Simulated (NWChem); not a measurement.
System: Si2H6O3; SMILES O[SiH2][SiH](O)O

The following NWChem deck was run.

```
start job
memory heap 200 mb stack 900 mb global 1100 mb
geometry units angstroms noautosym nocenter noautoz
  O      0.911045    -1.738602    -0.552140
  Si    -0.634599    -1.289845    -0.036393
  Si    -0.105997     0.933372     0.477042
  O      1.556294     0.880985     0.505431
  O     -0.736477     1.873634    -0.744492
  H      1.046670    -2.641611    -0.854275
  H     -1.649005    -1.491324    -1.119115
  H     -1.068903    -2.119206     1.135531
  H     -0.541263     1.475675     1.796583
  H      1.892534     0.110642     0.023402
  H     -0.604014     2.823954    -0.667798
end
basis spherical
  * library 6-31g*
end
dft
  xc b3lyp
  iterations 150
end
property
  shielding
end
task dft property
```

Parts of the log:

```
             Northwest Computational Chemistry Package (NWChem) 7.3.0
             --------------------------------------------------------

                             Geometry "geometry" -> ""
                             -------------------------

 Output coordinates in angstroms (scale by  1.889725989 to convert to a.u.)

  No.       Tag          Charge          X              Y              Z
 ---- ---------------- ---------- -------------- -------------- --------------
    1 O                    8.0000     0.91104500    -1.73860200    -0.55214000
    2 Si                  14.0000    -0.63459900    -1.28984500    -0.03639300
    3 Si                  14.0000    -0.10599700     0.93337200     0.47704200
    4 O                    8.0000     1.55629400     0.88098500     0.50543100
    5 O                    8.0000    -0.73647700     1.87363400    -0.74449200
    6 H                    1.0000     1.04667000    -2.64161100    -0.85427500
    7 H                    1.0000    -1.64900500    -1.49132400    -1.11911500
    8 H                    1.0000    -1.06890300    -2.11920600     1.13553100
    9 H                    1.0000    -0.54126300     1.47567500     1.79658300
   10 H                    1.0000     1.89253400     0.11064200     0.02340200
   11 H                    1.0000    -0.60401400     2.82395400    -0.66779800

 Effective nuclear repulsion energy (a.u.)     311.7985899909

                              NWChem Property Module
                              ----------------------

  itol2e modified to match energy
  convergence criterion.

                                 NWChem DFT Module
                                 -----------------

 Summary of "ao basis" -> "ao basis" (spherical)
 ------------------------------------------------------------------------------
       Tag                 Description            Shells   Functions and Types
 ---------------- ------------------------------  ------  ---------------------
 O                           6-31g*                  6       14   3s2p1d
 Si                          6-31g*                  8       18   4s3p1d
 H                           6-31g*                  2        2   2s

  itol2e modified to match energy
  convergence criterion.

            General Information
            -------------------
          SCF calculation type: DFT
          Wavefunction type:  closed shell.
          No. of atoms     :    11
          No. of electrons :    58
           Alpha electrons :    29
            Beta electrons :    29
          Charge           :     0
          Spin multiplicity:     1
          Use of symmetry is: off; symmetry adaption is: off
          Maximum number of iterations: 150
          AO basis - number of functions:    90
                     number of shells:    46
          Convergence on energy requested:  1.00D-07
          Convergence on density requested:  1.00D-05
          Convergence on gradient requested:  5.00D-04

              XC Information
              --------------
                         B3LYP Method XC Potential
                     Hartree-Fock (Exact) Exchange  0.200
                        Slater Exchange Functional  0.800 local
                    Becke 1988 Exchange Functional  0.720 non-local
              Lee-Yang-Parr Correlation Functional  0.810
                  VWN I RPA Correlation Functional  0.190 local

             Grid Information
             ----------------
          Grid used for XC integration:  fine
          Radial quadrature: Mura-Knowles
          Angular quadrature: Lebedev.
          Tag              B.-S. Rad. Rad. Pts. Rad. Cut. Ang. Pts.
          ---              ---------- --------- --------- ---------
          O                   0.60       70          12.0       590
          Si                  1.10      123          11.0       770
          H                   0.35       60          13.0       590
          Grid pruning is: on
          Number of quadrature shells:   816
          Spatial weights used:  Erf1

[...]

          -----------------------------------------
          Chemical Shielding Tensors (GIAO, in ppm)
          -----------------------------------------

                                NWChem CPHF Module
                                ------------------

  scftype          =     RHF
  nclosed          =       29
  nopen            =        0
  variables        =     1769
  # of vectors     =        3
  tolerance        = 0.10D-03
  level shift      = 0.00D+00
  max iterations   =       50
  max subspace     =       30

 SCF residual:    1.7320487291881661E-005

Iterative solution of linear equations
  No. of variables     1769
  No. of equations        3
  Maximum subspace       30
        Iterations       50
       Convergence  1.0D-04

   iter   nsub   residual    time
   ----  ------  --------  ---------
     1      3    2.83D-01      39.1
     2      6    1.56D-02      42.3
     3      9    7.94D-04      45.5
     4     12    3.89D-05      48.9

      Atom:    1  O
        Diamagnetic
    400.8995     -9.4333     -9.3295
     -9.4333    395.5478      8.3719
     -9.3295      8.3719    379.1659

        Paramagnetic
   -114.8457     10.1636     20.4133
     10.1636    -19.4478      7.0257
     20.4133      7.0257    -34.5724

        Total Shielding Tensor
    286.0538      0.7303     11.0839
      0.7303    376.1000     15.3976
     11.0839     15.3976    344.5935

           isotropic =     335.5824
          anisotropy =      70.5646

          Principal Components and Axis System
                 1           2           3
              382.6255    340.1440    283.9777

      1         0.0514      0.1798      0.9824
      2         0.9204     -0.3903      0.0232
      3         0.3876      0.9030     -0.1855

      Atom:    2  Si
        Diamagnetic
    883.2462     -0.4363     -1.7857
     -0.4363    883.5542      1.9715
     -1.7857      1.9715    877.3685

        Paramagnetic
   -427.3804    -37.0678    -28.0129
    -37.0678   -473.9830     14.4363
    -28.0129     14.4363   -489.8860

        Total Shielding Tensor
    455.8658    -37.5041    -29.7986
    -37.5041    409.5711     16.4078
    -29.7986     16.4078    387.4824

           isotropic =     417.6398
          anisotropy =     105.9475

          Principal Components and Axis System
                 1           2           3
              488.2715    388.6489    375.9991

      1         0.8277      0.4827      0.2862
      2        -0.4611      0.8757     -0.1433
      3        -0.3198     -0.0133      0.9474

      Atom:    3  Si
        Diamagnetic
    881.7339     -0.1590      2.0438
     -0.1590    883.6684     -0.8021
      2.0438     -0.8021    878.0689

        Paramagnetic
   -471.4804     13.3778      7.1900
     13.3778   -479.5408    -15.0921
      7.1900    -15.0921   -458.7524

        Total Shielding Tensor
    410.2535     13.2188      9.2337
     13.2188    404.1276    -15.8941
      9.2337    -15.8941    419.3165

           isotropic =     411.2325
          anisotropy =      27.2310

          Principal Components and Axis System
                 1           2           3
              429.3865    420.1511    384.1599

      1         0.0644      0.8484     -0.5254
      2        -0.5071      0.4813      0.7150
      3         0.8595      0.2204      0.4612

      Atom:    4  O
        Diamagnetic
    409.0449     -5.4599     -2.6980
     -5.4599    389.4778      6.0081
     -2.6980      6.0081    381.6865

        Paramagnetic
   -136.4516     17.0277     25.2802
     17.0277   -156.6118    -71.3838
     25.2802    -71.3838   -101.1952

        Total Shielding Tensor
    272.5933     11.5677     22.5822
     11.5677    232.8660    -65.3757
     22.5822    -65.3757    280.4913

           isotropic =     261.9835
          anisotropy =     100.4102

          Principal Components and Axis System
                 1           2           3
              328.9237    275.5080    181.5189

      1         0.2192      0.9453     -0.2415
      2        -0.5308      0.3232      0.7835
      3         0.8187     -0.0436      0.5726

      Atom:    5  O
        Diamagnetic
    381.5263     -3.7830      7.8104
     -3.7830    404.8841    -12.1075
      7.8104    -12.1075    391.5593

        Paramagnetic
    -83.2868      5.4187    -13.7851
      5.4187   -173.2381    -16.8630
    -13.7851    -16.8630   -129.0862

        Total Shielding Tensor
    298.2395      1.6357     -5.9747
      1.6357    231.6460    -28.9706
     -5.9747    -28.9706    262.4731

           isotropic =     264.1195
          anisotropy =      53.8753

          Principal Components and Axis System
                 1           2           3
              300.0364    278.1119    214.2103

      1         0.9588      0.2835      0.0201
      2         0.1300     -0.5002      0.8561
      3        -0.2528      0.8182      0.5164

      Atom:    6  H
        Diamagnetic
     22.7627     -6.8746     -3.3963
     -6.8746     42.1202      9.1374
     -3.3963      9.1374     20.5998

        Paramagnetic
      5.2092      3.0653      1.1490
      3.0653      0.1845     -2.4235
      1.1490     -2.4235      5.3475

        Total Shielding Tensor
     27.9719     -3.8094     -2.2473
     -3.8094     42.3047      6.7139
     -2.2473      6.7139     25.9473

           isotropic =      32.0746
          anisotropy =      20.5423

          Principal Components and Axis System
                 1           2           3
               45.7695     27.0956     23.3588

      1        -0.2375      0.9467      0.2176
      2         0.9115      0.2946     -0.2869
      3         0.3357     -0.1302      0.9329

      Atom:    7  H
        Diamagnetic
     32.3772      2.0955      7.4054
      2.0955     25.6311      2.4083
      7.4054      2.4083     30.2446

        Paramagnetic
     -2.6644     -1.5475     -4.6883
     -1.5475     -0.9520     -1.6032
     -4.6883     -1.6032     -4.1143

[...]
```

Level: B3LYP/6-31G* (spherical d), GIAO. Geometry: optimised at PBE0/def2-SVP. B3LYP is NWChem's, with the RPA form of VWN correlation. The printed shielding anisotropy is the first printed principal value minus the mean of the other two.
